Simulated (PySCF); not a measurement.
Cl₃HHfS, SMILES [SH][Hf]([Cl])([Cl])[Cl], multiplicity 1.

The structure is a stationary point at PBE0-D3(BJ)/def2-SVP. The multiplicity is an assumed one; no other spin state was optimised. The structure was generated by enumeration; whether it is a known compound was not checked. The def2 effective core potentials stand for the cores of Hf; spin–orbit coupling is left out. One conformer was computed; it need not be the lowest.

Two levels are set side by side: PBE/def2-TZVP (PySCF) and PBE0/def2-TZVP (PySCF). Same geometry, gas phase. Differences are taken from unrounded values.

```json
[
 {"quantity": "orbital gap (eV)", "PBE0": "5.89"},
 {"quantity": "highest occupied level (eV)", "PBE0": "-8.27"},
 {"quantity": "lowest empty level (eV)", "PBE0": "-2.37"},
 {"quantity": "dipole moment (D)", "PBE0": "0.65"},
 {"quantity": "mean polarisability (bohr³)", "PBE0": "94.6"}
]
```

Q: What does PBE give, and how far is it from PBE0? (Estimate from the structure and the level; the computed values follow.)

A: 
```tsv
quantity	PBE	PBE minus PBE0
orbital gap (eV)	3.88	-2.02
highest occupied level (eV)	-7.04	1.22
lowest empty level (eV)	-3.16	-0.79
dipole moment (D)	0.63	-0.02
mean polarisability (bohr³)	98.7	4.1
```

PBE's occupied levels lie high since its potential decays too fast outside the molecule; exact exchange lowers them and widens the gap. PBE's more diffuse valence density responds more strongly to a field. Differences between two approximate levels are no errors against the true value.

Rough cost on one machine, each run with all the roots and properties that it gave: PBE0 against PBE within a factor of 2.
